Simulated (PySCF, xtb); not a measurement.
Ge(H)2(Me)(NH2) (CH7GeN), SMILES [CH3][GeH2][NH2]. Other conformers were not sampled.

Harmonic wavenumbers (cm⁻¹) from GFN2-xTB in xtb 6.7.1 at its own minimum, in rising order: 126, 165, 176, 407, 541, 568, 592, 640, 708, 796, 805, 823, 827, 1331, 1466, 1469, 1506, 1969, 2024, 3006, 3008, 3039, 3421, 3445.

**Question.** What does PySCF with PBE-D3(BJ)/def2-SVP give at its own minimum? (Estimate from the structure and the level; the computed values follow.)

**Answer.** 129, 164, 184, 406, 549, 573, 623, 647, 719, 819, 826, 828, 912, 1198, 1384, 1385, 1505, 2070, 2078, 2977, 3082, 3087, 3428, 3522. Paired by order, the mean absolute difference is 37 cm⁻¹ and the zero-point energies are 47.0 and 47.3 kcal/mol.
